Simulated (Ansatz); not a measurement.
`CB(C)Cl` + `N[SiH3]` → `CB(C)N[SiH3]` + HCl at 600 K and 1 bar (ligand exchange at a B–Cl bond).

Computed with Ansatz on PBE0-D4/def2-TZVP structures; ΔE is electronic, products minus reactants. CCSD(T)/CBS adds triple-zeta CCSD(T) − MP2 to the extrapolated MP2 energy (def2 sets, frozen cores). This one scheme is used for every species. Each species was taken in one conformer, which may not be the lowest.

| species | CCSD(T)/CBS energy (Eh) | H − E (kJ/mol) | S (J/(mol·K)) |
| --- | --- | --- | --- |
| `CB(C)Cl` | -564.35192 | 258.2 | 398.7 |
| `N[SiH3]` | -346.80422 | 170.6 | 320.8 |
| `CB(C)N[SiH3]` | -450.78486 | 391.5 | 491.8 |
| HCl | -460.38127 | 35.4 | 207.2 |

H − E and S are ideal-gas, rigid-rotor, harmonic terms from PBE0-D4/def2-TZVP, for one conformer and one mirror image of each species. 1 Eh = 2625.50 kJ/mol, R = 8.31446 J/(mol·K).

**Question.** By hand: ΔE, ΔH, ΔS and ΔG.

**Answer.** ΔE = (-450.78486) + (-460.38127) − (-564.35192) − (-346.80422) = -0.00999 Eh = -26.2 kJ/mol. Δ(H − E) = 391.5 + 35.4 − 258.2 − 170.6 = -1.9, so ΔH = -28.1 kJ/mol. ΔS = 491.8 + 207.2 − 398.7 − 320.8 = -20.5 J/(mol·K). ΔG = -28.1 − 600 × (-20.5)/1000 = -15.8 kJ/mol.

**Question.** By hand: the equilibrium constant, and the temperature at which ΔG would vanish if ΔH and ΔS stayed fixed.

**Answer.** log₁₀ K = −ΔG/(RT ln 10) = 1.4. ΔG = 0 at ΔH/ΔS = 1371 K.

TΔS isn't small against ΔH here. A doubt of 5 kJ/mol in ΔE shifts log₁₀ K by 0.4 here. Other conformers and mirror images would add mixing entropy, several J/(mol·K) or more a flexible species. Modes under 60 cm⁻¹, often nearly free rotors, make the harmonic entropy too high. These are equilibria of isolated gas molecules and say nothing of rates. Largest T1 diagnostic: 0.011 (customary marks: 0.02 for closed shells, 0.045 for open ones).
